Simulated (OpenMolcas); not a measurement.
## Sb III: the spin-orbit constant, worked from levels

```json
{
 "Program": "OpenMolcas",
 "Basis": "ANO-RCC [10s9p8d5f3g]",
 "Scalar Hamiltonian": "DKH2, point nucleus",
 "Active space": "1 electron in 9 orbitals (RAS2 5p; RAS3 5d 6s, at most 1 electron)",
 "State averaging": "2S+1 = 2 odd, 3 roots; 2S+1 = 2 even, 6 roots",
 "Spin-orbit coupling": "RASSI with atomic mean-field integrals over the reference wave functions, term energies averaged over their components"
}
```

Methods: RASSCF; SS-RASPT2, IPEA 0.25 Eh, imaginary shift 0.1 Eh (closed shells correlated: 4d 5s). Measured levels: Moore, Atomic Energy Levels, vol. III, NSRDS-NBS 35 (1971 reprint of NBS Circular 467, 1958).

**The spin-orbit constant.** For the Hund term 2P* of p1, E(J) = (A/2) J(J+1) + constant and ζ = 2S·A = A. From J = 1/2 to J = 3/2 the energy changes by 1.5 A.

```
   Source  E(3/2) - E(1/2)       A     ζ
   RASSCF           5822.7  3881.8  3882
SS-RASPT2           5822.7  3881.8  3882
 measured           6576.0  4384.0  4384
```

All in cm-1. SS-RASPT2 is off by -11.5 % and RASSCF by -11.5 %. Both methods take the spin-orbit matrix elements from the reference wave functions, so the second can move ζ only through the term energies and any multistate remixing.

With one active electron the reference holds no correlation, so core polarisation is missing (holds for RASSCF). With one active electron, CASPT2 adds the correlation within the correlated inactive shells and between them and that electron, and leaves the splitting within a term as the reference gives it (holds for SS-RASPT2). Measured partners are found by configuration, term and J. A level has none where our copy of the source lacks it or the pairing is in doubt (some pairs that miss far off the trend of their configuration count as doubtful), and it then counts in no deviation. Only configurations of the active space appear.

* marks odd parity.
